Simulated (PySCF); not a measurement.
# LiZn⁺: from constants to spectrum

RHF-CCSD(T) constants of LiZn⁺, ¹Σ⁺ (singlet), closed shell (basis Li x2c-SVPall, Zn x2c-SVPall; spin-free X2C with a Gaussian nucleus; PySCF 2.14; masses 7.0160 and 63.9291 u):

- ωe: 260.2 cm⁻¹
- ωexe: 2.97 cm⁻¹
- Be: 0.36852 cm⁻¹
- αe: 0.00614 cm⁻¹
- D (centrifugal): 2.96e-06 cm⁻¹
- De to Li⁺ + Zn: 0.62 eV

Problem. Estimate the standard entropy (1 bar) and heat capacity of the ideal gas at 1500 K, rigid rotor with B0 and harmonic oscillator at the fundamental.

Solution. Translation (Sackur–Tetrode, M = 70.95 u): 195.6 J/(mol K). Rotation: q = kT/(σB0) = 2850 with σ = 1, 74.5. Vibration: x = hcν0/kT = 0.244, 20.07. S° = 290.1 J/(mol K); Cp = 7R/2 + 8.27 = 37.4 J/(mol K).

Correlated steps freeze 5 core orbitals. Correlated levels converge slowly with the basis: in double zeta they bind strong bonds too weakly, by up to about 1 eV, and carry superposition errors of some tenths. For an ion De counts to the pair picked by the measured ionisation energies or electron affinities, which need not be the lowest pair at this level.
